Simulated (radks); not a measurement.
Spherical quantum dot in the effective-mass picture: electrons in a hard-walled sphere of radius 1.35, all in effective atomic units (hartree* = m*/eps^2 hartree, bohr* = eps/m* bohr), one dielectric constant everywhere. Method: non-relativistic Kohn-Sham, PBE, spin-polarised, spherical densities; computed with a radial shooting solver with Libxc functionals. Levels are named by radial order and angular momentum (1s, 1p, 1d, 2s, ...), and open shells are averaged over m. Results are scaled to m* = 0.493 and eps = 14.9, for which hartree* = 60.43 meV and bohr* = 1.599 nm. Each electron was tried in the lowest free levels, single moves between levels near the top were tried too, and the lowest total energy was kept; such a search can miss a lower state. At N = 1 the Hartree and exchange-correlation terms need not cancel, so that row can carry a self-interaction error.

N	open shells	2S	E (meV)	mu = E(N) - E(N-1) (meV)	addition energy mu(N+1) - mu(N) (meV)	e(HOMO) (meV)	rms radius (nm)
1	1s(up 1, down 0)	1	164.511	164.51	76.13	192.91	1.150
2	none	0	405.154	240.64	218.6	269.05	1.171
3	1p(up 1, down 0)	1	864.412	459.26	57.38	487.38	1.239
4	1p(up 2, down 0)	2	1381.05	516.64	59.49	546.19	1.275
5	1p(up 3, down 0)	3	1957.17	576.12	79.14	606.17	1.299
6	1p(up 3, down 1)	2	2612.44	655.26	56.34	682.92	1.317
7	1p(up 3, down 2)	1	3324.04	711.61	58.32	740.58	1.331
8	none	0	4093.97	769.93	254.2	799.41	1.343
9	1d(up 1, down 0)	1	5118.11	1024.1	55.94	1052.0	1.362
10	1d(up 2, down 0)	2	6198.19	1080.1	56.44	1108.2	1.378
11	1d(up 3, down 0)	3	7334.72	1136.5	56.74	1164.9	1.391
12	1d(up 4, down 0)	4	8527.98	1193.3	56.92	1221.7	1.403
13	1d(up 5, down 0)	5	9778.17	1250.2	74.41	1278.7	1.413
14	1d(up 5, down 1)	4	11102.8	1324.6	55.24	1352.1	1.422
15	1d(up 5, down 2)	3	12482.6	1379.8	55.74	1407.6	1.430
16	1d(up 5, down 3)	2	13918.2	1435.6	56.04	1463.6	1.437
17	1d(up 5, down 4)	1	15409.8	1491.6	56.24	1519.7	1.444
18	none	0	16957.7	1547.9	248.4	1576.0	1.450
19	2s(up 1, down 0)	1	18753.9	1796.2	85.80	1831.0	1.443
20	none	0	20635.9	1882.0	72.84	1916.4	1.436
21	1f(up 1, down 0)	1	22590.8	1954.9	54.56	1982.1	1.445
22	1f(up 2, down 0)	2	24600.2	2009.4	54.03	2036.8	1.453
23	2s(up 1, down 0) 1f(up 4, down 0)	5	26663.7	2063.5	51.05	2087.1	1.473
24	2s(up 1, down 0) 1f(up 5, down 0)	6	28778.2	2114.5	54.95	2142.0	1.479
25	2s(up 1, down 0) 1f(up 6, down 0)	7	30947.7	2169.5	54.99	2197.0	1.485
26	2s(up 1, down 0) 1f(up 7, down 0)	8	33172.1	2224.5	71.72	2252.0	1.490
27	2s(up 1, down 0) 1f(up 7, down 1)	7	35468.3	2296.2	54.05	2323.2	1.495
28	2s(up 1, down 0) 1f(up 7, down 2)	6	37818.6	2350.2	54.20	2377.3	1.500
29	2s(up 1, down 0) 1f(up 7, down 3)	5	40223.0	2404.4	54.31	2431.6	1.505
30	2s(up 1, down 0) 1f(up 7, down 4)	4	42681.7	2458.7	54.40	2485.9	1.509
31	2s(up 1, down 0) 1f(up 7, down 5)	3	45194.9	2513.1	54.46	2540.4	1.513
32	2s(up 1, down 0) 1f(up 7, down 6)	2	47762.5	2567.6	54.51	2594.9	1.517
33	2s(up 1, down 0)	1	50384.6	2622.1	80.74	2651.1	1.521
34	none	0	53087.5	2702.9	299.9	2736.8	1.515
35	1g(up 1, down 0)	1	56090.3	3002.8	53.44	3029.5	1.520
36	1g(up 2, down 0)	2	59146.5	3056.2	53.49	3083.0	1.524
37	1g(up 3, down 0)	3	62256.2	3109.7	53.53	3136.5	1.529
38	1g(up 4, down 0)	4	65419.4	3163.2	53.56	3190.0	1.533
39	1g(up 5, down 0)	5	68636.2	3216.8	53.58	3243.6	1.537
40	1g(up 6, down 0)	6	71906.6	3270.4	-	3297.2	1.540

All shells are closed at N = 2, 8, 18, 20, 34 (there: 1s2 1p6 1d10 2s2 1f14); the second difference of the energy has clear peaks (12 % above both neighbours; the first and last values, which can be the largest, are not judged, and half-filled shells can peak too) at N = 2, 5, 8, 13, 18, 26, 34.
